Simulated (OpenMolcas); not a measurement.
**Ir5+: moving or changing the point charges**

Ir5+ among 8 point charges of -1.2 e arranged as a cube (Oh), 1.94 Å from the ion.
```
   1.1201    1.1201    1.1201  -1.20
   1.1201    1.1201   -1.1201  -1.20
   1.1201   -1.1201    1.1201  -1.20
   1.1201   -1.1201   -1.1201  -1.20
  -1.1201    1.1201    1.1201  -1.20
  -1.1201    1.1201   -1.1201  -1.20
  -1.1201   -1.1201    1.1201  -1.20
  -1.1201   -1.1201   -1.1201  -1.20
```

```json
{
  "Program": "OpenMolcas 26.06",
  "Method": "SS-CASPT2, IPEA 0.25 Eh, imaginary shift 0.1 Eh (closed shells correlated: 5s 5p)",
  "Basis": "ANO-RCC-VTZP [8s7p5d3f1g]",
  "Scalar Hamiltonian": "DKH2, point nucleus",
  "Active space": "4 electrons in 5 orbitals (5d)",
  "State averaging": "2S+1 = 5 even, 5 roots; 2S+1 = 3 even, 45 roots; 2S+1 = 1 even, 50 roots",
  "Spin-orbit coupling": "state interaction with AMFI integrals over the reference wave functions"
}
```

Runs around this geometry, states (labels of O, the rotations of Oh). Energies in cm-1 above the lowest state or level, χT in cm3 K/mol; under a threefold ground state the first gap can be a small split of the lowest multiplet, not the spin-orbit step.

```
R (Å)  q (e)  Ground state  First state of that spin  First gap with spin-orbit (degeneracies)  χT at 300 K  First state of another spin
 1.94   -0.6           5T2                   5E 2810                               5840 (1, 3)        0.041                    3T1 16670
 1.81   -1.2           5T2                   5E 7520                               5960 (1, 3)        0.049                    3T1 12670
 1.94   -1.2           5T2                   5E 5410                               5840 (1, 3)        0.045                    3T1 14450
 2.05   -1.2           5T2                   5E 4160                               5820 (1, 3)        0.043                    3T1 15610
```

Taking the first state of the same spin as R^-n, n = -ln(4160 / 7520) / ln(2.05 / 1.81) = 4.8 between the shortest and longest distance.

Scaling the charges by -0.6 / -1.2 = 0.50 scales the first state of the same spin by 2810 / 5410 = 0.52; with fixed orbitals a first-order splitting would follow the charge.

Roots that are degenerate in the reference are averaged as groups; the widest CASPT2 spread within a group is 690 cm-1 (the 6-fold group of multiplicity 3 near 22700 cm-1 above the lowest state of its run, R = 2.05, q = -1.2). Shifts and gaps below about the spread of the groups concerned are not significant. Point charges give a weaker field than real ligands, and real ions of this kind are as a rule low spin; the high spin found here belongs to the model. Free-ion shares, where given, are those of the reference states; single-state CASPT2 does not remix them. Spin-orbit coupling mixes the spin-free states strongly: the lowest level takes only 41 % from its leading state, 5T2 (figures for R = 1.94, q = -0.6; the like holds for R = 1.81, q = -1.2, R = 1.94, q = -1.2, R = 2.05, q = -1.2). The ground term spreads over less than 5000 cm-1, several times less than with real ligands, so orbital moments are less quenched and χT lies further from the spin-only value than at real sites (holds for R = 1.94, q = -0.6; R = 2.05, q = -1.2). This is an electrostatic model: the charges have no orbitals. A group larger than the point group allows holds several states that coincide in this model. No measured value stands beside these numbers.
